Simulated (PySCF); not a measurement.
Computed properties of (1E)-1-bromobuta-1,3-diene (C4H5Br), SMILES C=C/C=C/Br

(1E)-1-bromobuta-1,3-diene (C4H5Br), SMILES C=C/C=C/Br. The structure is a stationary point at B3LYP-D3(BJ)/def2-SVP. The values are those of a single conformer. All values are computed for the isolated molecule unless a solvent is named; none is compared with measurement here.

**Structure.** The optimised structure has Cs symmetry. All 24 harmonic modes at B3LYP-D3(BJ)/def2-SVP (PySCF) are real, so it is a minimum. With heavy atoms numbered as in [CH2:1]=[CH:2]/[CH:3]=[CH:4]/[Br:5], the shortest bond between them is C3–C4 at 1.342 Å and the longest C4–Br5 at 1.890 Å.

**Vibrations.** The strongest infrared lines (harmonic, unscaled, degenerate partners summed) lie at 759 cm⁻¹ (40 km/mol, C 79 %, H 15 %), 1038 cm⁻¹ (29 km/mol, H 91 %, C 9 %), 1705 cm⁻¹ (25 km/mol, C 87 %, H 13 %). The softest mode is at 146 cm⁻¹ and the zero-point energy is 47.4 kcal/mol.

**Electronic structure.** CAM-B3LYP/def2-TZVP (PySCF) places the frontier levels at -7.94 and -0.15 eV, a gap of 7.79 eV, and gives a dipole moment of 1.54 D and a mean polarisability of 75.6 bohr³. PBE/def2-TZVP (PySCF) at the same geometry gives -5.74 and -2.14 eV, so its gap is 4.19 eV narrower. An orbital gap is neither the optical nor the fundamental gap.

**Excitations.** TDDFT-CAM-B3LYP/def2-SVPD (PySCF) has S1 at 5.44 eV (228 nm, f = 0.771, bright); the most intense of the 10 singlets computed lies at 5.44 eV (f = 0.77). T1 (TDA) is at 3.01 eV. TDDFT-PBE/def2-SVPD (PySCF) puts S1 at 4.84 eV. No vertical singlet excitation falls in the visible range (under 3.1 eV).

**NMR.** GIAO shifts at PBE0/pcSseg-1 (PySCF) (non-relativistic, atoms alike by connectivity averaged): ¹³C from 128.4 to 149.4 ppm against TMS; ¹H from 5.8 to 7.0 ppm against TMS. Without spin–orbit terms, shifts of atoms bonded to Cl or Br come out too high.

**Solvation.** SMD-B3LYP/6-31G* (PySCF) gives -0.8 kcal/mol in water, -5.3 kcal/mol in chloroform, -4.6 kcal/mol in tetrahydrofuran (1 M in both phases, gas-phase geometry); of these solvents chloroform holds the molecule best.
